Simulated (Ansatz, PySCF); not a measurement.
This Ansatz (a first-principles code) input computes a B3LYP/def2-TZVPD energy:

Ansatz 0.2 input:
```yaml
crystal:
  periodic: [false, false, false]
  atoms:
    - {symbol: F, position_ang: [-1.18052945, -0.44662393, 0.00012778]}
    - {symbol: S, position_ang: [0.00107893, 0.50509259, -0.00997059]}
    - {symbol: F, position_ang: [1.17861135, -0.45131845, 0.01759770]}
basis:
  gaussian:
    orbitals: def2-TZVPD
hamiltonian:
  xc: {name: B3LYP}
total_charge: 1
magnetization: {spin_polarized: true, initial_magnetization: 1}
output: {forces: true}
```

Question: Write an input for the same energy in PySCF and say what it gives.

Answer: 
```python
from pyscf import gto, scf, dft

mol = gto.M(
    atom='''
    F    -1.18052945   -0.44662393    0.00012778
    S     0.00107893    0.50509259   -0.00997059
    F     1.17861135   -0.45131845    0.01759770
    ''',
    basis='def2-tzvpd',
    charge=1,
    spin=1,
    verbose=4,
)

mf = dft.UKS(mol, xc='b3lyp').density_fit(auxbasis='def2-universal-jkfit')
mf.grids.level = 3
mf.conv_tol = 1e-9
mf.max_cycle = 100
mf.max_memory = 1500
mf.kernel()
if not mf.converged:
    mf = mf.newton()
    mf.kernel(mf.make_rdm1())
for _ in range(2):
    mo, _, stable, _ = mf.stability(return_status=True)
    if stable:
        break
    mf.kernel(mf.make_rdm1(mo, mf.mo_occ))
mf.analyze()
```
It gives -597.58253 Eh, and Ansatz -597.58252 Eh, a difference of 0.01 mEh.
